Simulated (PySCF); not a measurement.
CH11NOSi3, SMILES C([SiH3])([SiH3])O[SiH2]N.

The structure is a stationary point at PBE0-D3(BJ)/def2-SVP. The structure was generated by enumeration, and PubChem lists no compound with its InChIKey, so it may never have been made. One conformer was computed; it need not be the lowest.

Two levels are set side by side: TDA-PBE/def2-SVPD (PySCF) and TDA-CAM-B3LYP/def2-SVPD (PySCF). Vertical, same geometry. The lowest singlet is HOMO→LUMO 87 % with PBE and HOMO→LUMO+1 35 %, HOMO→LUMO 30 %, HOMO→LUMO+2 19 %, HOMO→LUMO+4 8 % with the other functional; states are paired by order. Differences are taken from unrounded values.

```tsv
quantity	TDA-PBE
lowest singlet excitation (eV)	5.49
lowest triplet excitation (TDA) (eV)	5.31
first bright state (f over 0.05) (eV)	6.22
its oscillator strength	0.06
```

**Question.** These are the TDA-PBE values. What does TDA-CAM-B3LYP give? (The exact figures need the calculation; the answer reports its results.)

**Answer.** 
| quantity | TDA-CAM-B3LYP | TDA-PBE minus TDA-CAM-B3LYP |
|---|---|---|
| lowest singlet excitation (eV) | 6.68 | -1.19 |
| lowest triplet excitation (TDA) (eV) | 6.32 | -1.01 |
| first bright state (f over 0.05) (eV) | 6.96 | -0.74 |
| its oscillator strength | 0.05 | 0.01 |

Functionals without exact exchange tend to place singlet excitations lower, as here. Differences between two approximate levels are no errors against the true value.

Rough cost on one machine, each run with all the roots and properties that it gave: TDA-CAM-B3LYP against TDA-PBE about 4 times.
